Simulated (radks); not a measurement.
Values are calculated unless marked as measured or tabulated.
Valence configurations of Ru (all share [Kr]). Code: a radial shooting solver on a logarithmic mesh with Libxc functionals. Model: scalar-relativistic Kohn-Sham, BLYP, spin-polarised, spherical densities, finite nucleus; open shells are filled with parallel spins first (spin-orbit coupling, left out, can overturn this in heavy ions); Fermi nuclear charge, rms radius 4.4809 fm. Energies are relative to 4d7 5s1; eigenvalues in eV for spin up.

valence          E (eV)  moment (Bohr magnetons)   e(4d)   e(5p)   e(5s)
4d7 5s1           0.000                        4  -5.766       -  -4.596
4d6.5 5s1.5       0.273                        4  -7.071       -  -5.013
4d7.5 5s0.5       0.420                        3  -4.629       -  -4.110
4d6 5s2           0.807                        4  -8.458       -  -5.429
4d8               0.940                        2  -3.597       -       -
4d7 5s0.5 5p0.5   1.800                        4  -6.550  -1.484  -5.145
4d6 5s1.5 5p0.5   2.365                        5  -9.165  -1.881  -6.039
4d6.5 5s0.5 5p1   3.640                        5  -8.465  -2.047  -6.082
4d7 5p1           3.660                        4  -7.252  -1.842       -
4d6 5s1 5p1       3.789                        6  -9.762  -2.264  -6.559

NIST lists [Kr] 4d7 5s1 as the ground configuration; this level of theory agrees among the configurations tried. The energies are those of spherical high-spin densities, not of single terms.
